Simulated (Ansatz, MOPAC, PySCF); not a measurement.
Donor–acceptor adduct: BH3 (SMILES B) (first 4 atoms) with PH3 (SMILES P); geometry from B3LYP-D3(BJ)/def2-TZVP, rigid monomers moved along the line of their centres of mass till B1···P5 is 2.22 Å.
(charge 0, multiplicity 1):
```xyz
8

B     -0.0303    -0.0774     0.6721
H      1.0967    -0.4211     0.4177
H     -0.8416    -0.9688     0.6552
H     -0.3837     0.9320     0.1159
P      0.0671     0.5060     2.8110
H     -1.1129     0.9638     3.4241
H      0.4580    -0.4712     3.7438
H      0.9431     1.5454     3.1717
```

```csv
level,interaction energy (kJ/mol),"minus CCSD(T)/CBS(aug-cc-pV(D+d)Z, aug-cc-pV(T+d)Z)",cost
AM1,-55.0,74.0,-
PM3,-232.0,-103.1,-
PM7,-132.5,-3.5,-
HF/3-21G (no counterpoise),-85.6,43.4,-
HF/6-31G*,-84.4,44.6,-
PBE-D3(BJ)/def2-TZVPPD,-156.0,-27.0,×1
PBE-D4/def2-TZVPPD,-156.0,-27.1,×1
r2SCAN/def2-TZVPPD,-148.4,-19.5,×2
r2SCAN-D4/def2-TZVPPD,-149.9,-20.9,×2
B3LYP/def2-TZVPPD,-124.0,5.0,×1
B3LYP-D3(BJ)/def2-TZVPPD,-134.2,-5.3,×1
PBE0-D4/def2-TZVPPD,-150.7,-21.7,×1
wB97X-V/def2-TZVPPD,-135.2,-6.2,×3
MP2/6-31G*,-111.0,18.0,-
MP2/6-31G* (no counterpoise),-127.9,1.1,-
MP2/aug-cc-pV(T+d)Z,-132.3,-3.4,-
SCS-MP2/aug-cc-pV(D+d)Z,-112.6,16.4,-
CCSD(T)/aug-cc-pV(D+d)Z,-116.0,12.9,×5
CCSD(T)/aug-cc-pV(T+d)Z,-125.8,3.1,×50*
"CCSD(T)/CBS(aug-cc-pV(D+d)Z, aug-cc-pV(T+d)Z)",-129.0,0.0,×60*
```

 The comparison column counts from a level with limits of its own.

The rows run from -232.0 (PM3) to -55.0 kJ/mol (AM1). From aug-cc-pV(D+d)Z to aug-cc-pV(T+d)Z CCSD(T) changes by -9.8. The dispersion term adds -1.4 in r2SCAN-D4, -10.3 in B3LYP-D3(BJ). The 3 functionals in def2-TZVPPD without D3 or D4 span 24.5, from r2SCAN to B3LYP.

Counterpoise-corrected where a basis set is named; no monomer relaxation. Rows marked so take none.

Correlated levels freeze the cores. CBS(a, b) extrapolates the correlation energy as X⁻³ and adds the Hartree–Fock energy of set b. Rows in 3-21G, 6-31G* carry no dispersion term and start afresh at each structure (6-31G* with six Cartesian d functions). MP2/6-31G* freezes PySCF's default core. The state that AM1, PM3, PM7 reach isn't checked; PM7 holds dispersion and hydrogen-bond terms.

Run with Ansatz (an electronic-structure program); MOPAC for AM1, PM3, PM7 (differences of heats of formation); PySCF for 3-21G rows, 6-31G* rows, the dispersion terms. Each number belongs to the level named beside it.

Costs are rough ratios of core time to PBE/def2-TZVPPD (about 5 s over the structures, on one shared machine); a dash marks a level with no comparable run of its own. A star marks coupled-cluster runs past 200 virtual orbitals, where the program's memory plan changes under this machine's limit, so their costs aren't comparable with smaller runs.
